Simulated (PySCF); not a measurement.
What moves σ(Si)?

GIAO PBE0/pcSseg-1 on GFN2-xTB geometries (PySCF 2.14.0 with density-fitted response routines, gas phase, non-relativistic):

| SMILES | IAO charge (e) of Si | σ(Si) (ppm) |
| --- | --- | --- |
| C=C[C@@H](C)C1=C[SiH2]CO1 | 0.735 | 388.5 |
| C=C[C@](C)(Cl)C1=C[SiH2]C1 | 0.753 | 404.5 |
| C=C[C@H](C)C1=C[SiH2]C1=O | 0.665 | 372.5 |
| C=C[C@@H](CS)C1=C[SiH2]C1 | 0.747 | 400.8 |
| C=C[C@H](C)C1=C[SiH2]C1 | 0.745 | 405.0 |
| C=C[C@@H](CC)C1=C[SiH2]C1 | 0.746 | 400.5 |

Question: Fit σ(Si) as a line in the IAO charge of Si. How well does it hold?

Answer: σ = 133.0 + 358.4 x, with x in e; correlation +0.94, rms deviation 3.9 ppm, largest 7.9 ppm at `C=C[C@@H](C)C1=C[SiH2]CO1`. A charge says how many electrons sit at the atom, not how easily they circulate, so such a line holds only within like compounds.

Question: A further member, `CO/C=C\[C@H](C)C1=C[SiH2]C1`, has x = 0.742. What does the line predict, and what does the calculation give?

Answer: The line gives 398.9 ppm; the calculation 404.1 ppm, a difference of 5.2 ppm, within the usual scatter of the fit.
